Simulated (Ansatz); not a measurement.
```yaml
crystal:
  periodic: [false, false, false]
  atoms:
    - {symbol: F, position_ang: [-0.244164, -0.742484, 1.374981]}
    - {symbol: Ge, position_ang: [0.178472, -0.094985, -0.020316]}
    - {symbol: D, position_ang: [-1.555290, 1.243002, -0.697480]}
    - {symbol: H, position_ang: [0.345238, -1.161109, -0.924493]}
    - {symbol: H, position_ang: [1.321561, 0.687957, 0.229311]}
basis:
  gaussian: {orbitals: ANO-RCC-VTZP}
magnetization: {spin_polarized: true, initial_magnetization: 0}
hamiltonian: {xc: {name: wB97X-V}}
scf: {lower_state_search: light}
output: {forces: true}
```

```sh
$ ansatz run in.yaml --threads 2 --pin off --events-out ev --progress --plain --max-ram 32768MiB --backend cpu
```

Shortened log:

```
Error: YAML parse error: error: line 6 column 16: `D` is not an element symbol (H … Og, case-exact)
 --> <input>:6:16
4 |     - {symbol: F, position_ang: [-0.244164, -0.742484, 1.374981]}
5 |     - {symbol: Ge, position_ang: [0.178472, -0.094985, -0.020316]}
6 |     - {symbol: D, position_ang: [-1.555290, 1.243002, -0.697480]}
7 |     - {symbol: H, position_ang: [0.345238, -1.161109, -0.924493]}
8 |     - {symbol: H, position_ang: [1.321561, 0.687957, 0.229311]}
```

**Question.** Something in this input is off. What?

**Answer.** An element symbol is wrong. The program refused the input.
